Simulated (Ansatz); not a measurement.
Reaction (formal hydrolysis of the Si–B bond): `CB(N)[SiH2]O` + H₂O → `O[SiH2]O` + `CBN`

Program: Ansatz. Geometries: PBE0-D4/def2-TZVP. ΔE: electronic, gas phase. CCSD(T)/CBS adds triple-zeta CCSD(T) − MP2 to the extrapolated MP2 energy (def2 sets, frozen cores). This one scheme is used for every species. DFT in def2-TZVPP. B3LYP here is the variant with VWN-RPA as its local correlation; programs differ in this. One conformer a species, not always the lowest.

(1) Is it downhill or uphill in electronic energy at CCSD(T)/CBS, and by how much? (Estimate.)

(2) What do these levels give: ωB97X-V, ωB97M-V, r2SCAN, B3LYP, HF/def2-TZVPP, MP2/def2-TZVPP, CCSD/def2-TZVPP, HF/def2-QZVPP, MP2/def2-QZVPP, SCS-MP2/def2-QZVPP, HF/CBS(def2), MP2/CBS(def2)? (An estimate is asked.)

Largest T1 diagnostic among the species: 0.012.

Answers

(1) Computed: Downhill: ΔE = -32.8 kcal/mol.

(2) Computed: ωB97X-V -33.3, ωB97M-V -34.3, r2SCAN -33.6, B3LYP -35.1, HF/def2-TZVPP -40.0, MP2/def2-TZVPP -34.8, CCSD/def2-TZVPP -34.2, HF/def2-QZVPP -40.2, MP2/def2-QZVPP -34.6, SCS-MP2/def2-QZVPP -35.3, HF/CBS(def2) -40.2, MP2/CBS(def2) -34.3 kcal/mol.

In def2-TZVPP, CCSD(T) changes the Hartree–Fock value by +6.6 kcal/mol (the triples alone add +0.9 kcal/mol) and MP2 by +5.2 kcal/mol. From PBE to PBE0 (25 % exact exchange), in def2-TZVPP and without D4, ΔE moves by −1.5 kcal/mol.
